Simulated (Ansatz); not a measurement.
`C=C([SiH3])CF` + `OCS[SiH3]` → `[SiH3]OCS[SiH3]` + `C=CCF`  (ligand exchange at the Si–C bond)

Gas-phase electronic energies from Ansatz, PBE0-D4/def2-TZVP geometries. CCSD(T)/CBS is the MP2 limit (def2-TZVPP, def2-QZVPP) plus CCSD(T) − MP2 in def2-TZVPP, frozen cores. This one scheme is used for every species. Each species was taken in one conformer, which may not be the lowest.

| species | HF/CBS(def2) energy (Eh) |
| --- | --- |
| `C=C([SiH3])CF` | -506.14018 |
| `OCS[SiH3]` | -802.79550 |
| `[SiH3]OCS[SiH3]` | -1092.95192 |
| `C=CCF` | -216.02373 |

Work out ΔE.

ΔE = (-1092.95192) + (-216.02373) − (-506.14018) − (-802.79550) = -0.03997 Eh = -25.1 kcal/mol. CCSD(T)/CBS gives -19.9 kcal/mol.

Largest T1 diagnostic among the species: 0.012.

From PBE to PBE0 (25 % exact exchange), in def2-TZVPP and without D4, ΔE moves by −1.3 kcal/mol. In def2-TZVPP, CCSD(T) changes the Hartree–Fock value by +4.7 kcal/mol (the triples alone add +0.9 kcal/mol) and MP2 by +4.4 kcal/mol.
